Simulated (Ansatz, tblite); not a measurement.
Removing and adding an electron: FeCl3. Total charge 0; sextet. Geometry: r2SCAN-D4/def2-SVP. Ansatz, gas phase; energy differences of separate SCF runs; the oxidised species is a septet (the quintet lies 0.12 eV higher at PBE0-D4/def2-TZVP); the reduced species is a quintet (the septet lies 4.27 eV higher at PBE0-D4/def2-TZVPD).

Cartesian coordinates in Å:
```
Fe 0.007 -0.002 0.006
Cl -0.038 2.024 0.706
Cl -1.263 -1.476 0.909
Cl 1.294 -0.546 -1.621
```

The xTB rows come from tblite. At PBE0-D4/def2-TZVP a quintet of charge 1 lies 0.15 eV below the septet, each at its own geometry.

(1) Estimate orbital energies and vertical ionisation energies and electron affinities at: GFN1-xTB; GFN2-xTB; PBE-D4/def2-TZVP; PBE-D4/def2-TZVPD; r2SCAN-D4/def2-TZVP; r2SCAN-D4/def2-TZVPD; PBE0-D4/def2-TZVP; PBE0-D4/def2-TZVPD.

Results:

(1) 
```json
{"level": "GFN1-xTB", "−HOMO (eV)": "–", "vertical IE (eV)": "15.71", "−LUMO (eV)": "–", "vertical EA (eV)": "9.93", "HOMO–LUMO gap (eV)": "–", "IE − EA (eV)": "5.78", "remarks": "–"}
{"level": "GFN2-xTB", "−HOMO (eV)": "–", "vertical IE (eV)": "14.75", "−LUMO (eV)": "–", "vertical EA (eV)": "8.66", "HOMO–LUMO gap (eV)": "–", "IE − EA (eV)": "6.09", "remarks": "–"}
{"level": "PBE-D4/def2-TZVP", "−HOMO (eV)": "7.87", "vertical IE (eV)": "10.73", "−LUMO (eV)": "6.41", "vertical EA (eV)": "–", "HOMO–LUMO gap (eV)": "1.45", "IE − EA (eV)": "–", "remarks": "lower spin may lie lower (+1 septet)"}
{"level": "PBE-D4/def2-TZVPD", "−HOMO (eV)": "7.95", "vertical IE (eV)": "–", "−LUMO (eV)": "6.49", "vertical EA (eV)": "3.47", "HOMO–LUMO gap (eV)": "1.46", "IE − EA (eV)": "–", "remarks": "–"}
{"level": "r2SCAN-D4/def2-TZVP", "−HOMO (eV)": "8.20", "vertical IE (eV)": "10.96", "−LUMO (eV)": "6.24", "vertical EA (eV)": "–", "HOMO–LUMO gap (eV)": "1.96", "IE − EA (eV)": "–", "remarks": "–"}
{"level": "r2SCAN-D4/def2-TZVPD", "−HOMO (eV)": "8.25", "vertical IE (eV)": "–", "−LUMO (eV)": "6.28", "vertical EA (eV)": "3.59", "HOMO–LUMO gap (eV)": "1.97", "IE − EA (eV)": "–", "remarks": "–"}
{"level": "PBE0-D4/def2-TZVP", "−HOMO (eV)": "9.16", "vertical IE (eV)": "11.14", "−LUMO (eV)": "5.11", "vertical EA (eV)": "–", "HOMO–LUMO gap (eV)": "4.05", "IE − EA (eV)": "–", "remarks": "–"}
{"level": "PBE0-D4/def2-TZVPD", "−HOMO (eV)": "9.21", "vertical IE (eV)": "–", "−LUMO (eV)": "5.15", "vertical EA (eV)": "3.96", "HOMO–LUMO gap (eV)": "4.06", "IE − EA (eV)": "–", "remarks": "–"}
```

   HOMO and LUMO are the levels of the spin that leaves or enters (xTB has no such levels and no spin-polarisation term). Other spin states of the ions may lie lower, which would lower the ionisation energy or raise the affinity. Raw xTB energy differences between charge states are shifted by several eV; the methods need an empirical correction for them.
